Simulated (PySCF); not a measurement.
Two species compared at the same levels of theory.

First species: C6H10P2S.
Z-matrix (Å and degrees, GFN2-xTB geometry), rows numbered from 1:
```
C 
C   1  1.3218
P   2  1.8323  1  122.31
C   3  1.8572  2   97.81  1  -133.42
C   3  1.7708  2   95.20  1   129.87
C   5  1.2131  3  172.77  2  -100.34
P   6  1.7575  5  167.17  3  -156.90
C   7  1.8300  6  105.26  5   139.27
S   7  1.9326  6  114.27  5    10.64
H   1  1.0780  2  121.64  3    -0.14
H   1  1.0788  2  122.15  3   179.61
H   2  1.0851  1  121.26  3  -179.96
H   4  1.0891  3  108.89  2    75.71
H   4  1.0893  3  111.19  2   -45.23
H   4  1.0886  3  108.94  2  -165.68
H   7  1.4006  6  101.14  5  -114.84
H   8  1.0878  7  110.92  6    52.05
H   8  1.0902  7  108.55  6   173.48
H   8  1.0908  7  108.03  6   -68.68
```

Second species: 1,2-diisopropylhydrazine, C6H16N2.
SMILES: `CC(C)NNC(C)C`

Levels: PBE0/pcSseg-1 for dipole moment, HOMO energy, LUMO energy and HOMO–LUMO gap; GFN2-xTB for rotational constant A and rotational constant C. Geometries: GFN2-xTB. All species are isolated and taken at one optimised geometry, non-relativistic unless stated; the electronic structure was computed with PySCF and density fitting.

The conformers computed, where there is a choice (atom-mapped SMILES and torsion angles):
- `[CH2:1]=[CH:2][P:3]([CH3:4])[C:5]#[C:6][P@H:7]([CH3:8])=[S:9]`: C1–C2–P3–C4 -133°
- `[CH3:1][CH:2]([CH3:3])[NH:4][NH:5][CH:6]([CH3:7])[CH3:8]`: C1–C2–N4–N5 -154°, C2–N4–N5–C6 179°, N4–N5–C6–C7 61°

Values for the first species:

| Quantity | Value |
| --- | --- |
| Dipole moment | 4.13 D |
| HOMO energy | -6.61 eV |
| LUMO energy | -1.16 eV |
| HOMO–LUMO gap | 5.45 eV |
| Rotational constant A | 1.868 GHz |
| Rotational constant C | 0.360 GHz |

Problem. Estimate the same properties for the second species, and the change in each.

Solution. 
```json
{"property": "dipole moment", "first": "4.13 D", "second": "0.20 D", "second less first": "-3.93 D"}
{"property": "HOMO energy", "first": "-6.61 eV", "second": "-5.39 eV", "second less first": "+1.22 eV"}
{"property": "LUMO energy", "first": "-1.16 eV", "second": "1.43 eV", "second less first": "+2.59 eV"}
{"property": "HOMO–LUMO gap", "first": "5.45 eV", "second": "6.82 eV", "second less first": "+1.37 eV"}
{"property": "rotational constant A", "first": "1.868 GHz", "second": "4.016 GHz", "second less first": "+2.148 GHz"}
{"property": "rotational constant C", "first": "0.360 GHz", "second": "0.885 GHz", "second less first": "+0.525 GHz"}
```

On the first: In atomic units the dipole is 1.63 e·bohr (1 au = 2.5417 D).

On the second: The dipole equals about 0.7 × 10⁻³⁰ C·m (1 D = 3.33564 × 10⁻³⁰ C·m). A dipole of 0.20 D is allowed in C1, and pure rotational transitions are dipole-allowed.
